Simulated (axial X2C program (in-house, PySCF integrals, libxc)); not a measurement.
# Bond lengths and stretching modes, held linear, of FCoF

Computed with an axial X2C code built on PySCF integrals: two-component X2C with atomic mean-field Coulomb and Gaunt terms, Gaussian nuclei, basis F dyall-av3z, Co dyall-v3z with contracted cores. Spin-free rows use the one-electron spin-free X2C Hamiltonian.

Masses F 18.998, Co 58.933, F 18.998 u. States: 2c Ω = 3/2 (beyond evenly filled blocks: ω = 3/2); spin-free M_S = 3/2, Λ = 0 (beyond evenly filled blocks: σα, π+α, π-α).

MP2, 2c: energies above the lowest point

```json
{"r(F–Co) (Å)": "1.6653", "r(Co–F) (Å)": "1.6653", "E (meV)": "101.23"}
{"r(F–Co) (Å)": "1.6653", "r(Co–F) (Å)": "1.7080", "E (meV)": "49.79"}
{"r(F–Co) (Å)": "1.6653", "r(Co–F) (Å)": "1.7507", "E (meV)": "51.31"}
{"r(F–Co) (Å)": "1.7080", "r(Co–F) (Å)": "1.6653", "E (meV)": "49.79"}
{"r(F–Co) (Å)": "1.7080", "r(Co–F) (Å)": "1.7080", "E (meV)": "0.00"}
{"r(F–Co) (Å)": "1.7080", "r(Co–F) (Å)": "1.7507", "E (meV)": "3.09"}
{"r(F–Co) (Å)": "1.7080", "r(Co–F) (Å)": "1.7934", "E (meV)": "48.27"}
{"r(F–Co) (Å)": "1.7507", "r(Co–F) (Å)": "1.6653", "E (meV)": "51.31"}
{"r(F–Co) (Å)": "1.7507", "r(Co–F) (Å)": "1.7080", "E (meV)": "3.09"}
{"r(F–Co) (Å)": "1.7507", "r(Co–F) (Å)": "1.7507", "E (meV)": "7.67"}
{"r(F–Co) (Å)": "1.7934", "r(Co–F) (Å)": "1.7080", "E (meV)": "48.27"}
{"r(F–Co) (Å)": "1.7934", "r(Co–F) (Å)": "1.7934", "E (meV)": "102.32"}
```

Q: Fit a quadratic surface with cubic terms in each bond: where is the minimum, and what are the two stretching wavenumbers?

A: At MP2, 2c: bonds 1.726 and 1.726 Å; harmonic stretches 625.8 and 778.0 cm⁻¹; force constants 4.25, 4.25 and coupling 0.13 mdyn/Å.

The other levels and Hamiltonians give:

| Hamiltonian | level | r(F–Co) (Å) | r(Co–F) (Å) | lower stretch (cm⁻¹) | upper stretch (cm⁻¹) |
| --- | --- | --- | --- | --- | --- |
| 2c | PBE0 | 1.710 | 1.710 | 641.5 | 792.1 |
| 2c | HF | 1.749 | 1.749 | 631.7 | 783.0 |
| 2c | TPSSh | 1.708 | 1.708 | 639.3 | 792.4 |
| spin-free | PBE0 | 1.710 | 1.710 | 641.7 | 792.4 |
| spin-free | HF | 1.749 | 1.749 | 631.9 | 783.4 |
| spin-free | TPSSh | 1.708 | 1.708 | 639.5 | 792.7 |
| spin-free | MP2 | 1.725 | 1.725 | 626.1 | 778.5 |

Each state is one determinant, the lowest of a limited PBE0 search; the stretches come from a fit to these few points and carry an uncertainty of a few per cent. Other orders of the atoms were not compared. MP2 freezes inner shells (threshold -2 hartree). The molecule was held linear; bending was not examined, so a bent shape may lie lower. Note: several unpaired electrons, one determinant need not be a pure state.
